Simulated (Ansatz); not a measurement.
CH$_{6}$OSiSn (`O=[C]([SiH3])[SnH3]`), relaxed with RKS PBE-D4/def2-SVP in Ansatz 0.2.0 from a rough embedded geometry. The force threshold is 0.03 eV/Å; the program also tests the step.

Total charge 0; spin multiplicity 1. Sn takes the def2 core potential.

Start:

```xyz
10

O     2.057   -0.115   -0.313
C     0.827    0.035   -0.155
Si    0.086    1.710    0.053
Sn   -0.379   -1.658   -0.001
H     1.157    2.735   -0.021
H    -0.544    1.790    1.418
H    -0.923    1.946   -0.919
H     0.157   -2.705    1.255
H    -2.098   -1.196    0.266
H    -0.341   -2.542   -1.582
```

**Question.** How much energy does the relaxation release, and in how many steps? (Estimate.)

**Answer.** Ansatz gave: 45.84 kJ/mol, in 8 steps, 1 of them rejected.

**Question.** Which bonds change most? (Best estimate.)

**Answer.** The calculation gave: C2–Sn4 from 2.084 to 2.297 Å; C2–Si3 from 1.844 to 1.950 Å; Si3–H7 from 1.420 to 1.505 Å; Sn4–H10 from 1.811 to 1.731 Å.

**Question.** Give the relaxed structure. (Estimate.)

**Answer.** The calculation gave: 
```xyz
10

O     2.100   -0.154   -0.327
C     0.924    0.064   -0.137
Si    0.144    1.837    0.086
Sn   -0.482   -1.749   -0.029
H     1.153    2.946   -0.023
H    -0.520    1.835    1.437
H    -0.921    1.963   -0.970
H     0.110   -2.790    1.221
H    -2.146   -1.364    0.282
H    -0.362   -2.589   -1.538
```
